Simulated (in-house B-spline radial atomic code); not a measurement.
Atomic self-consistent-field run: Tc II (Tc+). Level of theory: non-relativistic r2SCAN, spin-polarised, spherical fractional occupations, point nucleus, inside a hard spherical wall at 2.01 bohr; calculated with a radial B-spline atomic code at the basis-set limit.

Command:
```bash
python run_scf.py task.json out
```
Settings:
```
Z                43
configuration    [Ar] 3d9 4s2 4p6 4d5 4f1 5s1
hamiltonian      nr
method           r2scan
spin_polarised   True
wall_radius      2.01
```

Output (hartree, bohr):
```
 radial grid: 40 intervals, B-splines of order 8, outer radius 2.01 bohr

 iter        energy (Eh)    residual
    1       -4184.812235    9.51e-02
    2       -4184.818773    1.88e-03
    3       -4184.818794    8.55e-04
    4       -4184.818796    4.21e-04
    5       -4184.818797    5.49e-05
    6       -4184.818797    1.30e-05
    7       -4184.818797    2.22e-06
    8       -4184.818797    2.42e-07

 total energy                     -4184.81880
 kinetic                            4235.6902
 electron-nucleus                 -10055.4147
 Hartree                            1763.3182
 exchange-correlation               -128.4125

 orbital      occ     eigenvalue          <r>       <r^2>       <1/r>       r_max
 1s up      1.000      -747.3376    0.0354555  0.00168257      42.476     0.02345
 1s down    1.000      -747.3282    0.0354558  0.00168259     42.4754     0.02345
 2s up      1.000      -104.5800     0.154648   0.0281231       9.605      0.1308
 2s down    1.000      -104.4111     0.154543   0.0280844     9.61252      0.1308
 2p up      3.000       -96.3663     0.132589   0.0214197      9.5841       0.103
 2p down    3.000       -96.2428     0.132475   0.0213808     9.59096      0.1029
 3s up      1.000       -17.5196     0.424532    0.206305     3.37732      0.3815
 3s down    1.000       -17.3880     0.424807    0.206399     3.36956      0.3821
 3p up      3.000       -14.3317     0.418863    0.203999     3.28054      0.3688
 3p down    3.000       -14.1839     0.419203    0.204118     3.27268      0.3695
 3d up      5.000        -8.5398     0.395269     0.18729     3.10308      0.3103
 3d down    4.000        -8.3461     0.395864    0.187631     3.09685      0.3114
 4s up      1.000        -1.6891      1.02813     1.16657     1.29428      0.9767
 4s down    1.000        -1.3674      1.02647     1.16332      1.2976      0.9748
 4p up      3.000        -0.6789      1.06273     1.24527     1.23193       1.025
 4p down    3.000        -0.3515      1.06074     1.24123     1.23549       1.023
 4d up      5.000         1.0726      1.11761     1.37553      1.1326       1.125
 4f up      1.000         3.0443      1.17009     1.47241    0.941551       1.206
 5s up      1.000         4.3629      1.21888     1.70342     1.24477       1.539
```

Cost of the run: 0.08 s on 1 thread of Intel(R) Xeon(R) 6975P-C (shared host).
